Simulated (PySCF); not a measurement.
## What settings do to a single point of [PbF]+

The sound run of [PbF]+ (singlet) uses PySCF 2.14.0, RKS PBE0, Pb def2-SVP with ECP60, F def2-SVP; non-relativistic Hamiltonian with scalar-relativistic core potentials where named; density fitting; no spin-orbit coupling, grid (50, 194), threshold 1e-8 Eh and 55 cycles, at the relaxed geometry:

```xyz
2

Pb    0.0000    0.0000   -0.1379
F     0.0000    0.0000    1.8636
```

There Pb1 has a Mulliken charge of 1.38 e and the dipole about the centre of mass is 3.65 D. Each run below changes one thing and starts from free metal ions and neutral atoms unless it says otherwise; with 55 cycles, smearing, a level shift and second-order steps follow where DIIS fails, and their cycles count. Energy shifts count from the sound run.

| change | outcome | cycles | energy shift (eV) | largest force component (eV/Å) | charge on Pb1 (e) | dipole about the centre of mass (D) |
| --- | --- | --- | --- | --- | --- | --- |
| grid (30, 86) | converged | 11 | 0.14 | 0.25 | 1.38 | 3.66 |
| charge changed by +1, spin kept, limit 94 cycles | refused | – | – | – | – | – |

Problem. One further run converged with energy shift (eV) 0.22, largest force component (eV/Å) 4.11, charge on Pb1 (e) 1.38, dipole about the centre of mass (D) 3.02. Which change was it?
A. start from the bare core Hamiltonian, limit 79 cycles
B. all coordinates × 0.94
C. threshold 0.001

Solution. B.

Problem. And the other changes listed?

Solution. 
| change | outcome | cycles | energy shift (eV) | largest force component (eV/Å) | charge on Pb1 (e) | dipole about the centre of mass (D) |
| --- | --- | --- | --- | --- | --- | --- |
| threshold 0.001 | converged | 8 | 0.0000 | 0.01 | 1.38 | 3.64 |
| start from the bare core Hamiltonian, limit 79 cycles | converged | 13 | 0.0000 | 0.01 | 1.38 | 3.65 |

Forces carry noise of the integration grid, about 0.01 to 0.03 eV/Å.
